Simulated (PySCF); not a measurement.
Vertical excitations of a molecule C2H8BN from TDA-PBE/def2-SVPD in PySCF, as energy in eV (oscillator strength): 6.21 (0.000), 6.94 (0.014), 6.97 (0.000), 7.00 (0.065), 7.19 (0.237), 7.28 (0.014), 7.71 (0.034), 8.14 (0.001), 8.16 (0.000), 8.25 (0.002). Lowest triplet (TDA): 5.32 eV. Coordinates come from a B3LYP-D3(BJ)/def2-SVP optimisation. The geometry has at least one imaginary mode, so it is a saddle point at that level. One conformer was computed; it need not be the lowest.

Task: Which structure fits?
(A) CBNC
(B) BN(C)C
(C) CB(C)N
(D) CCBN

Result: A, CBNC
